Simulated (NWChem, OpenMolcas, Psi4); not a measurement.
# C2H3ClSi (SMILES ClC1=C[SiH2]1): the energy, rung by rung

C2H3ClSi has 7 atoms, charge 0, and is taken as a singlet. SMILES: `ClC1=C[SiH2]1`. Geometry: relaxed at PBE0-D4/def2-TZVP.

```xyz
7

Cl   -1.1692   -2.2933    0.4115
C    -0.3580   -0.8199    0.1632
C     0.8368   -0.3300    0.4667
Si   -0.1859    0.8716   -0.4389
H     1.7275   -0.6738    0.9756
H    -0.8378    2.0113    0.2488
H     0.0478    1.1662   -1.8726
```

Each level gives the energy change with the C3–H5 bond stretched from 1.082 to 1.947 Å (eV). The values are calculated.

```tsv
level	kind	program	value (eV)	less CCSD(T)/def2-SVP	CPU time (all runs)
PBE/def2-SVP (restricted)	GGA	Psi4	3.17	-0.10	23 s
TPSS/def2-SVP (restricted)	meta-GGA	Psi4	3.26	-0.01	50 s
BHLYP/def2-SVP (restricted)	global hybrid	OpenMolcas	3.77	+0.50	44 s
M06-2X/def2-SVP (restricted)	hybrid meta-GGA	OpenMolcas	3.59	+0.32	55 s
PBE0/def2-SVP (restricted)	global hybrid	Psi4	3.52	+0.25	21 s
B2PLYP/def2-SVP (restricted)	double hybrid	OpenMolcas	3.46	+0.19	37 s
MP2/def2-SVP (restricted)	perturbation theory	NWChem	3.55	+0.28	43 s
CCSD(T)/def2-SVP (restricted)	coupled cluster or CI	NWChem	3.27	0.00	2.8 min
```

Differences are taken from CCSD(T)/def2-SVP (restricted) for orientation; it has basis-set and higher-order errors of its own. At this stretch a single reference begins to fail. The first shape isn't each level's own minimum. The values span 3.17 to 3.77 eV. Times are those of the runs behind each value, whatever else they computed, on shared processors of several kinds: orders of magnitude only.
